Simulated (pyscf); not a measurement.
H₃Ge–AsH₂ (SMILES [GeH3][AsH2]) → AsH₃ (SMILES [AsH3]) + GeH₂ (SMILES [GeH2]) [singlet] (1,1-elimination; singlet surface; As–Ge, Ge–H broken, As–H formed). Optimised with ωB97X-D3(BJ)/def2-SVP in PySCF. Correlated levels are frozen-core, on RHF or UHF. ΔMP2 is the change of the MP2 total energy from the triple- to the quadruple-zeta basis. Energies in eV from the reactant's lowest minimum found.

```
level                             barrier  reaction energy
--------------------------------  -------  ---------------
ωB97X-D3(BJ)/def2-TZVP               2.38            +2.38
PBE0-D3(BJ)/def2-TZVP                2.13            +2.26
M06-2X/def2-TZVP                     2.21            +2.09
HF/def2-TZVP                         2.82            +1.84
MP2/def2-QZVPP                          ?            +2.35
CCSD/def2-TZVPP                      2.39            +2.12
CCSD(T)/def2-TZVPP + ΔMP2(QZVPP)        ?                ?
```

Problem. Complete the blanks.

Solution. 
- MP2/def2-QZVPP, barrier: 2.30
- CCSD(T)/def2-TZVPP + ΔMP2(QZVPP), barrier: 2.24
- CCSD(T)/def2-TZVPP + ΔMP2(QZVPP), reaction energy: +2.16

On the product side the descent ends in an adduct with a As–Ge contact, 0.38 eV under the separated species and 0.38 eV under the saddle at ωB97X-D3(BJ)/def2-TZVP. At PBE0-D3(BJ), MP2 the saddle lies under the separated products, which points to a path from their complex (located at ωB97X-D3(BJ) alone), and parting the products costs more than the saddle. What is counted as broken (As–Ge) persists as a longer contact in the product adduct; parting that adduct is a step of its own. This is the saddle that the search found; another between the same sides may lie lower. The CCSD(T) − MP2 part came from Ansatz, without density fitting, on the same reference. The frozen core leaves the outer d or s,p core shells of the metals and heavy elements correlated in the MP2 and CC values, and def2-TZVPP describes them poorly, which can shift differences by a few kcal/mol. Elements up to Kr have no core potential and no relativistic terms here.
